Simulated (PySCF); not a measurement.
BH3, SMILES B. Coordinates come from a PBE0-D3(BJ)/def2-TZVPD optimisation. The isomer is the one that the SMILES or the coordinates give; other isomers of the formula were not compared.

TDDFT-M06-2X/def2-TZVPD in PySCF puts the lowest singlet excitations at 5.67, 5.67, 9.29, 9.29, 10.75, 11.06 eV.

What are the lowest excitation roots from ADC(2)/aug-cc-pVDZ (PySCF 2.14.0)? (Estimate from the structure and the level; the computed values follow.)

6.26, 6.26, 9.98, 9.98, 10.92, 10.92 eV. S1 differs by 0.59 eV (second minus first; roots are paired by order, and the bases may differ).
